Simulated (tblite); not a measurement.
Level: GFN2-xTB in tblite, geometry and Hessian alike; calculated harmonic values, unscaled, isolated species. Against measured fundamentals such values can be off by several per cent, at times by over 20. Modes of hydrogen on silicon can be 10 to 20 % off. One conformer each. Open shells enter through the occupations alone, without spin polarisation, and single modes of such species can be off by tens of per cent. Thermal functions are those of the rigid rotor and harmonic oscillator, without mixing of conformers.

Task: Order these by their zero-point energy, highest first (kJ/mol).
A. `c1cc2c(s1)sc1sc3scnc3c12`
B. `Cc1cc[c]cc1Cl` [radical]
C. `[H]/N=C1/C[C@@H](C)[C@@H]([NH])C1` [radical]
D. `[H]/N=C\[C]=C/C(=S)C#C` [radical]
E. `CS/C=C\S[SiH3]`

Result: C (422.1), B (269.2), E (250.7), A (247.2), D (195.2).

```tsv
SMILES	atoms	mass (u)	symmetry number	modes under 300 cm⁻¹	ZPE (kJ/mol)	S translation (J/(mol K))	S rotation	S vibration	S spin	S	Cp
[H]/N=C1/C[C@@H](C)[C@@H]([NH])C1	19	111.09	1	6	422.1	178.3	123.9	165.7	5.8	473.7	224.3
Cc1cc[c]cc1Cl	14	125.02	1	4	269.2	179.8	125.9	130.4	5.8	442.0	182.5
CS/C=C\S[SiH3]	14	135.98	1	7	250.7	180.9	127.6	193.0	0.0	501.4	197.8
c1cc2c(s1)sc1sc3scnc3c12	17	252.91	1	7	247.2	188.6	143.3	227.8	0.0	559.8	268.2
[H]/N=C\[C]=C/C(=S)C#C	12	122.01	1	7	195.2	179.5	128.4	176.3	5.8	489.9	178.7
```

Entropies and Cp are for 500 K and 1 bar.
